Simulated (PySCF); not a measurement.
Electrostatic solvation of a mixed set.

All values: CAM-B3LYP/def2-SVPD (PySCF, non-relativistic), each on one gas-phase PBE0-D3(BJ)/def2-SVP geometry that isn't relaxed in the solvent. The solvent is an IEF-PCM continuum (cavity from Bondi-type radii × 1.2). Only the electrostatic response of the medium enters. Spin–orbit coupling is left out although an atom past zinc is present.

Question: Order them by E(solvent) − E(gas) in chloroform (ε = 4.711), most negative first (kJ/mol).
A. `[N:1]#[C:2][c:3]1[cH:4][cH:5][c:6]([F:7])[c:8]([SeH:9])[cH:10]1` with C6–C8–Se9–H 1°
B. `[CH2:1]=[CH:2][NH:3][C:4](=[O:5])/[CH:6]=[CH:7]/[O:8][CH3:9]` with C1–C2–N3–C4 180°, C2–N3–C4–O5 0°, N3–C4–C6–C7 180°, C6–C7–O8–C9 0°
C. `[O:1]=[C:2]1[CH:3]=[CH:4][CH2:5][C@@H:6]1[F:7]` with O1–C2–C3–C4 -170°, C3–C4–C5–C6 -11°, C4–C5–C6–F7 138°, O1–C2–C6–C5 164°

Answer: B (-30.4), C (-26.0), A (-23.2).

```csv
SMILES,charge,ΔE (kJ/mol),polarisation term (kJ/mol),HOMO shift (eV),dipole gas (D),dipole solvent (D),atoms,"lowest singlet, gas (eV)","lowest singlet, solvent (eV)"
C=CNC(=O)/C=C/OC,0,-30.4,-35.1,+0.01,4.80,5.98,18,5.08,5.16
O=C1C=CC[C@@H]1F,0,-26.0,-30.8,-0.07,4.92,6.12,12,3.84,4.02
N#Cc1ccc(F)c([SeH])c1,0,-23.2,-26.5,+0.22,3.72,4.59,14,4.64,4.60
```

The polarisation term is half the interaction of the solute with the induced surface charges. Singlets are vertical TDDFT energies (frozen core, non-equilibrium response), the lowest in each medium.
